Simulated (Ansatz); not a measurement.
```yaml
crystal:
  periodic: [false, false, false]
  atoms:
    - {symbol: O, position_ang: [-1.203236, 0.896937, 0.781682]}
    - {symbol: Zr, position_ang: [-0.103570, -0.107205, -0.388605]}
    - {symbol: O, position_ang: [1.532931, -0.557558, 0.451853]}
    - {symbol: Cl, position_ang: [-1.230006, -2.091163, -0.984127]}
    - {symbol: Cl, position_ang: [0.351346, 1.184227, -2.308194]}
    - {symbol: H, position_ang: [-1.654181, 1.389495, 1.461715]}
    - {symbol: H, position_ang: [2.306717, -0.714733, 0.985677]}
basis:
  gaussian: {orbitals: def2-TZVPP, fitting: {mean_field: cc-pVTZ-jkfit}}
hamiltonian: {xc: {name: r2SCAN0}}
scf: {lower_state_search: off}
output: {forces: true}
```

```sh
$ ansatz run in.yaml --threads 4 --pin off --events-out ev --progress --plain --max-ram 10444MiB
```

Task: How does Ansatz answer? (Estimate.)

Result: Ansatz gave: The program refused the input.
```
Functional definition: r2SCAN0
  name "r2SCAN0"
  cite "Bursch, Neugebauer, Ehlert & Grimme, J. Chem. Phys. 156, 134105 (2022) doi:10.1063/5.0086040"
  cite "Furness, Kaplan, Ning, Perdew & Sun, J. Phys. Chem. Lett. 11, 8208 (2020) doi:10.1021/acs.jpclett.0c02405"
  cite "Furness, Kaplan, Ning, Perdew & Sun, J. Phys. Chem. Lett. 11, 9248 (2020) doi:10.1021/acs.jpclett.0c03077"
  parent r2scan
  parameter a = 0.25
  parameter k0 = 0.174
  parameter k1 = 0.065
  parameter a1 = 4.9479
  exchange = (1 - a)*r2scan_x(k0 = k0, k1 = k1, a1 = a1) + a*exact_x
  correlation = r2scan_c
these checks for a lower state are left out or cut short: stability, starts, cluster_reference, orbital_swaps, neighbouring_geometries, increment
Error: <dir> the basis set cc-pVTZ-JKFIT has no functions for Zr
```
